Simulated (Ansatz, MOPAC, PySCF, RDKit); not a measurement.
Complex: CH3Cl (SMILES CCl) (first 5 atoms) with C2H6 (SMILES CC); geometry from B3LYP-D3(BJ)/def2-TZVP, rigid monomers moved along the line of their centres of mass till H4···H8 is 2.85 Å.
(charge 0, multiplicity 1):
```json
[
 {"atom": "C", "x (Å)": "-0.6717", "y (Å)": "-0.9111", "z (Å)": "0.8401"},
 {"atom": "Cl", "x (Å)": "-0.8430", "y (Å)": "0.8742", "z (Å)": "0.7990"},
 {"atom": "H", "x (Å)": "-0.5880", "y (Å)": "-1.2688", "z (Å)": "-0.1815"},
 {"atom": "H", "x (Å)": "0.2218", "y (Å)": "-1.1551", "z (Å)": "1.4063"},
 {"atom": "H", "x (Å)": "-1.5509", "y (Å)": "-1.3272", "z (Å)": "1.3220"},
 {"atom": "C", "x (Å)": "0.8305", "y (Å)": "0.3067", "z (Å)": "4.6813"},
 {"atom": "C", "x (Å)": "-0.5196", "y (Å)": "-0.3911", "z (Å)": "4.8164"},
 {"atom": "H", "x (Å)": "1.1528", "y (Å)": "0.3513", "z (Å)": "3.6395"},
 {"atom": "H", "x (Å)": "1.6054", "y (Å)": "-0.2102", "z (Å)": "5.2511"},
 {"atom": "H", "x (Å)": "0.7808", "y (Å)": "1.3341", "z (Å)": "5.0464"},
 {"atom": "H", "x (Å)": "-1.2846", "y (Å)": "0.1188", "z (Å)": "4.2285"},
 {"atom": "H", "x (Å)": "-0.8549", "y (Å)": "-0.4098", "z (Å)": "5.8552"},
 {"atom": "H", "x (Å)": "-0.4696", "y (Å)": "-1.4264", "z (Å)": "4.4716"}
]
```

```csv
level,interaction energy (kcal/mol),cost
UFF,-1.37,-
AM1,0.14,-
PM3,-0.28,-
HF/6-31G*,0.25,-
HF/6-31G* (no counterpoise),0.09,-
PBE-D4/def2-TZVPPD,-1.41,×1
r2SCAN/def2-TZVPPD,-0.63,×2
r2SCAN-D4/def2-TZVPPD,-1.08,×2
B3LYP/3-21G (no counterpoise),-0.39,-
B3LYP/6-31G*,0.32,-
B3LYP/def2-TZVPPD,0.24,×1
B3LYP-D3(BJ)/def2-TZVPPD,-1.25,×1
PBE0/def2-TZVPPD,-0.34,×1
PBE0-D3(BJ)/def2-TZVPPD,-1.36,×1
M06-2X/6-31G* (no counterpoise),-1.17,-
MP2/6-31G*,-0.34,-
MP2/aug-cc-pV(D+d)Z,-1.10,-
SCS-MP2/aug-cc-pV(D+d)Z,-0.79,-
CCSD/aug-cc-pV(D+d)Z,-0.88,-
CCSD(T)/aug-cc-pV(D+d)Z,-1.06,×10
```

The rows run from -1.41 (PBE-D4/def2-TZVPPD) to 0.32 kcal/mol (B3LYP/6-31G*). In aug-cc-pV(D+d)Z the value moves MP2 -1.10, CCSD -0.88, CCSD(T) -1.06, a shift of 0.05 from MP2 to CCSD(T). The dispersion term adds -0.45 in r2SCAN-D4, -1.49 in B3LYP-D3(BJ), -1.02 in PBE0-D3(BJ). The 3 functionals in def2-TZVPPD without D3 or D4 span 0.87, from r2SCAN to B3LYP.

Monomers are frozen at their geometry in the pair; levels with a basis set take the counterpoise correction. Rows marked so take none. RDKit's UFF carries no charges.

Correlated levels freeze the cores. Rows in 3-21G, 6-31G* carry no dispersion term and start afresh at each structure (6-31G* with six Cartesian d functions). MP2/6-31G* freezes PySCF's default core. The state reached by AM1, PM3 isn't checked.

The values were computed with Ansatz (Gaussian basis) for Hartree–Fock, density functionals and correlated methods; MOPAC for AM1, PM3 (differences of heats of formation); PySCF for 3-21G rows, 6-31G* rows, the dispersion terms; RDKit for the force fields. Each number belongs to the level named beside it.

Costs are rough ratios of core time to PBE/def2-TZVPPD (about 16 s over the structures, on one shared machine); a dash marks a level with no comparable run of its own.

Ansatz is a program for electronic structure.
